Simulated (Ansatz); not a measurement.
This geometry of BGeH₆N (9 atoms, charge 0, multiplicity 1) is a first-order saddle point.

Level of theory: RKS PBE0/def2-SVP in Ansatz.

```xyz
9
Properties=species:S:1:pos:R:3
B -1.058 0.718 -1.133
Ge 0.650 0.032 -0.182
N 0.080 -0.951 1.282
H -1.767 -0.069 -1.712
H -1.394 1.879 -1.112
H 1.643 1.168 0.192
H 1.422 -0.967 -1.073
H 0.846 -1.413 1.767
H -0.423 -0.397 1.971
```

(1) Which two structures does it join? (They come from a converged band through this point; their orientation in space is the band's.)

(2) How far does it lie above each of them?

Results:

(1) No bond is made or broken. The dihedral H4–B1–Ge2–N3 goes from 19 to -164°. The two ends are copies of one structure, up to a mirror image or an exchange of like atoms.

Image 0:

```xyz
9
Properties=species:S:1:pos:R:3
B -1.075 0.891 -0.978
Ge 0.618 0.130 -0.098
N 0.210 -1.347 0.932
H -2.182 0.626 -0.571
H -0.984 1.666 -1.901
H 1.279 1.296 0.701
H 1.672 -0.340 -1.122
H 1.000 -1.738 1.439
H -0.540 -1.183 1.599
```

Image 8:

```xyz
9
Properties=species:S:1:pos:R:3
B -1.077 0.888 -0.978
Ge 0.619 0.133 -0.097
N 0.211 -1.343 0.932
H -0.990 1.658 -1.905
H -2.182 0.618 -0.569
H 1.282 1.300 0.701
H 1.673 -0.337 -1.122
H 1.001 -1.736 1.439
H -0.538 -1.179 1.600
```

(2) 2.0 kcal/mol above the first and 2.0 kcal/mol above the second. This is the barrier of this one path; another mechanism may lie lower.

Run time: 2.9 min on 1 thread of Intel(R) Xeon(R) Platinum 8488C (Sapphire Rapids), on a shared host, peak memory 0.2 GiB.
